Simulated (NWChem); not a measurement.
System: C3H4N2; SMILES C/C=N/C#N

The following NWChem deck was run.

```
start job
memory heap 200 mb stack 900 mb global 1100 mb
geometry units angstroms
  C     -2.261796    -0.468022    -0.515658
  C     -1.009297    -0.287463     0.249270
  N      0.053634     0.067722    -0.334321
  C      1.235393     0.273237     0.174091
  N      2.326479     0.491895     0.467696
  H     -2.620759    -1.489017    -0.393020
  H     -3.031175     0.194955    -0.118260
  H     -2.103242    -0.257370    -1.569539
  H     -1.062581    -0.477033     1.327483
end
basis spherical
  * library def2-svp
end
dft
  xc pbe0
  iterations 150
end
driver
  maxiter 120
end
task dft optimize
task dft freq
```

The level has its own optimisation; frequencies are unscaled. Brackets give each atom's bonded neighbours.

Q: Give the results of this calculation. (PBE0/def2-SVP.) Quantities: r C–C (Å); r C–N [C(CHN)–N(CC)] (Å); r C–H [C(CHN)–H(C)] (Å); r C–N [C(NN)–N(CC)] (Å); highest harmonic frequency (cm⁻¹); lowest (cm⁻¹); zero-point energy (kcal/mol); dipole (D).

A: 
```
Item                               Result
---------------------------------  ------
r C–C (Å)                           1.480
r C–N [C(CHN)–N(CC)] (Å)            1.279
r C–H [C(CHN)–H(C)] (Å)             1.106
r C–N [C(NN)–N(CC)] (Å)             1.332
highest harmonic frequency (cm⁻¹)    3199
lowest (cm⁻¹)                         168
zero-point energy (kcal/mol)         42.2
dipole (D)                           5.33
```
